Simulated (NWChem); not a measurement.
# C₄H₄F₂; SMILES FC1C[C@@H](C=1)F

```xyz
10

F      0.0479    -2.2572    -0.2203
C      0.0641    -0.9427    -0.0184
C      1.0476    -0.0600     0.1802
C      0.0376     1.0383     0.4300
F      0.0710     2.1031    -0.4585
C     -1.1001    -0.0018     0.1359
H      2.1290    -0.0951     0.2071
H      0.0210     1.4556     1.4427
H     -1.6539     0.2305    -0.7786
H     -1.7993    -0.2099     0.9538
```
Atoms are numbered in this order, from 1.

Computed with NWChem. Pople sets run with spherical d functions. Structure relaxed at the B3LYP/6-31G* (spherical d) level. Level: B3LYP/6-31G* with SMD (1 M gas to 1 M solution), gas-phase geometry.

For solvent water:

```yaml
solvation free energy (kcal/mol): -0.1
cavity-dispersion-structure term (kcal/mol): 3.5
dipole in solution (D): 1.57
```

Q: How do the values read with solvent toluene instead?

A: 
- solvation free energy (kcal/mol): -3.4
- cavity-dispersion-structure term (kcal/mol): -1.4
- dipole in solution (D): 1.40
